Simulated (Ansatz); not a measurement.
Cartesian coordinates in Å:
```
F -0.749 -0.979 1.106
C 0.459 -0.913 0.358
C 0.499 0.356 -0.442
Zn -1.265 1.203 -0.202
H 1.257 -0.991 1.100
H 0.461 -1.810 -0.265
H 1.275 1.041 -0.091
H 0.681 0.166 -1.502
H -2.619 1.926 -0.063
```

Total charge 0; spin multiplicity 1.

Question: List the CAM-B3LYP/def2-TZVPP orbital energies in eV (the Gaussian-basis code of Ansatz). (Estimate.)

Answer: The calculation gave: Occupied: -9451.55, -1150.66, -1014.10, -1014.09, -1014.01, -673.10, -280.79, -278.33, -133.52, -89.82, -89.80, -89.64, -34.44, -22.76, -18.95, -16.02, -15.86, -15.84, -15.73, -15.70, -15.30, -15.13, -14.12, -12.68, -11.43, -10.87, -10.61, -8.85. Lowest empty: 0.47, 0.66, 1.39, 2.72, 3.01, 3.11, 3.63, 4.24.
